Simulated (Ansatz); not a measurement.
Basis-set series for FH$_{4}$HfNO$_{2}$, SMILES `[NH2][Hf]([OH])([OH])[F]`. Total charge 0; spin multiplicity 1. Hf takes the def2 core potential. Geometry: relaxed with PBE0-D4/def2-TZVP. It is one conformer, not always the lowest.

```csv
atom,x (Å),y (Å),z (Å)
N1,1.2091,1.1631,-0.0745
Hf2,-0.4532,-0.0118,-0.1005
O3,-0.8240,-0.5144,1.7173
O4,-0.1211,-1.4478,-1.3333
F5,-1.9541,1.0031,-0.7581
H6,1.5151,1.7303,0.7029
H7,1.8646,1.2719,-0.8349
H8,-1.1242,-0.9378,2.5138
H9,-0.1122,-2.2566,-1.8327
```

| functional | basis | functions | energy (Eh) | HOMO (eV) | LUMO (eV) |
| --- | --- | --- | --- | --- | --- |
| PBE0-D4 | def2-SVP | 108 | -355.15847 | -7.04 | 0.08 |
| PBE0-D4 | def2-QZVPP | 429 | -355.57284 | -7.29 | -0.38 |
| ωB97M-V | def2-SVP | 108 | -355.31228 | -9.41 | 1.28 |
| ωB97M-V | def2-QZVPP | 429 | -355.73588 | -9.68 | 0.49 |

(1) Give the rows for def2-TZVPP. (Estimate.)

Answers

(1) Ansatz gave: 
```
functional       basis  functions  energy (Eh)  HOMO (eV)  LUMO (eV)
   PBE0-D4  def2-TZVPP        236   -355.55438      -7.23      -0.11
   ωB97M-V  def2-TZVPP        236   -355.71853      -9.61       1.02
```

Positive LUMOs are unbound and depend on the basis.
